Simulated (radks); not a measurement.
The nuclear charge of the praseodymium ion Pr2+ is varied continuously with 57 electrons held in [Xe] 4f3. Method: Dirac Kohn-Sham, BLYP, spin-unpolarised, spherical densities, finite nucleus; open shells fill j = l - 1/2 first; Fermi nuclear charge, rms radius 4.8919 fm; computed with a radial shooting solver on a logarithmic mesh with Libxc functionals. By the Hellmann-Feynman theorem dE/dZ = E(electron-nucleus)/Z, the electronic potential at the nucleus (averaged over a nucleus of fixed radius).

Z     E (hartree)  E(electron-nucleus)/Z (hartree)   HOMO  e(HOMO) (eV)  <r> HOMO (bohr)
58     -8865.1954                         -372.440  4f5/2        -2.557            1.821
58.1   -8902.4869                         -373.387  4f5/2        -3.174            1.661
58.2   -8939.8727                         -374.329  4f5/2        -3.944            1.541
58.3   -8977.3526                         -375.268  4f5/2        -4.856            1.450
58.4   -9014.9261                         -376.202  4f5/2        -5.889            1.379
58.5   -9052.5930                         -377.135  4f5/2        -7.025            1.323
58.6   -9090.3530                         -378.065  4f5/2        -8.247            1.276
58.7   -9128.2059                         -378.994  4f5/2        -9.544            1.236
58.8   -9166.1517                         -379.922  4f5/2       -10.905            1.202
58.9   -9204.1903                         -380.849  4f5/2       -12.324            1.172
59     -9242.3216                         -381.776  4f5/2       -13.795            1.145
59.1   -9280.5455                         -382.702  4f5/2       -15.315            1.120
59.2   -9318.8620                         -383.628  4f5/2       -16.879            1.098
59.3   -9357.2711                         -384.554  4f5/2       -18.485            1.078
59.4   -9395.7728                         -385.480  4f5/2       -20.131            1.059
59.5   -9434.3671                         -386.406  4f5/2       -21.814            1.042
59.6   -9473.0540                         -387.332  4f5/2       -23.534            1.026
59.7   -9511.8335                         -388.258  4f5/2       -25.289            1.011
59.8   -9550.7056                         -389.184  4f5/2       -27.077           0.9963
59.9   -9589.6704                         -390.111  4f5/2       -28.897           0.9828
60     -9628.7278                         -391.038  4f5/2       -30.749           0.9701

The central difference of E at Z = 59 is -381.776 hartree, to compare with the third column; the second derivative is -9.26 hartree.
